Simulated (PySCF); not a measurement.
ORD: SMILES N#C[C@]1(C)C[C@@H]1[O-], [C5H6NO]-, charge -1

Molfile (atoms numbered from 1):
```
C5H6NO
     RDKit          3D

 13 13  0  0  0  0  0  0  0  0999 V2000
    1.3247    0.6491    0.2533 C   0  0  0  0  0  0  0  0  0  0  0  0
   -0.0915    0.3023   -0.1600 C   0  0  1  0  0  0  0  0  0  0  0  0
   -0.7601    1.3249   -0.8217 C   0  0  0  0  0  0  0  0  0  0  0  0
   -1.2928    2.2137   -1.3410 N   0  0  0  0  0  0  0  0  0  0  0  0
   -0.3762   -1.1417   -0.5569 C   0  0  0  0  0  0  0  0  0  0  0  0
   -0.9306   -0.7814    0.7983 C   0  0  2  0  0  0  0  0  0  0  0  0
   -2.1460   -0.6797    1.1119 O   0  0  0  0  0  0  0  0  0  0  0  0
    1.3593    1.6381    0.7132 H   0  0  0  0  0  0  0  0  0  0  0  0
    2.0067    0.6526   -0.6066 H   0  0  0  0  0  0  0  0  0  0  0  0
    1.6981   -0.0776    0.9762 H   0  0  0  0  0  0  0  0  0  0  0  0
    0.4922   -1.7902   -0.6351 H   0  0  0  0  0  0  0  0  0  0  0  0
   -1.0904   -1.2736   -1.3615 H   0  0  0  0  0  0  0  0  0  0  0  0
   -0.1978   -1.0360    1.6120 H   0  0  0  0  0  0  0  0  0  0  0  0
  1  2  1  0
  2  3  1  6
  3  4  3  0
  2  5  1  0
  5  6  1  0
  6  7  1  0
  6  2  1  0
  1  8  1  0
  1  9  1  0
  1 10  1  0
  5 11  1  0
  5 12  1  0
  6 13  1  1
M  CHG  1   7  -1
M  END
```

Level of theory: PySCF, TDDFT wB97X-D/aug-cc-pVDZ circular dichroism and optical rotation, one conformer, gas phase. Geometry: GFN2-xTB.

For a gas-phase anion, states above the detachment energy (about 2.4 eV, taken as minus the energy of the highest occupied orbital) lie in the continuum and depend on the basis.

Stereocentres: C2 S, C6 S.

Problem. What is the specific rotation at 633, 589.3, 546, 436 nm?

Solution. [α] in deg dm⁻¹ (g/mL)⁻¹:
| λ (nm) | origin-invariant length gauge | modified velocity gauge | length gauge (centre of mass) | isotropic polarisability (au) |
| --- | --- | --- | --- | --- |
| 633 | +36.3 | -6.5 | +37.4 | 91.3 |
| 589.3 | +1.9 | -51.4 | +3.2 | 92.3 |
| 546 | -82.8 | -151.2 | -81.2 | 93.7 |
| 436 | -2597.4 | -2768.8 | -2591.7 | 103.1 |

The shortest wavelength is close to the first absorption, where this undamped response comes out too large.

Where the gauges differ in sign the basis doesn't settle the rotation.

The first excitation lies at 3.17 eV (391 nm) with R = -16.8 × 10⁻⁴⁰ esu² cm² (velocity form).
